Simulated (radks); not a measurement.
Values are calculated unless marked as measured or tabulated.
Task: The mean radii <r> (bohr) of the occupied orbitals of an atom or ion are listed with their occupations. Code: a radial shooting solver on a logarithmic mesh with Libxc functionals. Model: Dirac Kohn-Sham, LDA (Slater exchange, Perdew-Wang correlation), spin-unpolarised, spherical densities, point nucleus.

orbital  occ.      <r>
1s1/2       2  0.02668
2s1/2       2   0.1143
2p1/2       2  0.09624
2p3/2       4   0.1020
3s1/2       2   0.3065
3p1/2       2   0.2965
3p3/2       4   0.3082
3d3/2       4   0.2789
3d5/2       6   0.2826
4s1/2       2   0.7165
4p1/2       2   0.7452
4p3/2       4   0.7733
4d3/2       4   0.8670
4d5/2       6   0.8778
5s1/2       2    1.743
5p1/2       1    1.957
5p3/2       2    2.027

Name the element and its charge. Open shells, if any, are shared by 2j + 1.

Result: Z = 54, xenon, charge +3: Xe3+ in [Kr] 4d10 5s2 5p3. The 1s radius gives Z: for a bare nucleus <r> = (2 gamma + 1)/(2Z) with gamma = sqrt(1 - (Z/c)^2), 0.02628 bohr for Z = 54, and screening makes it slightly larger (0.02668 here). The occupations add up to 51, and the charge is Z minus that.
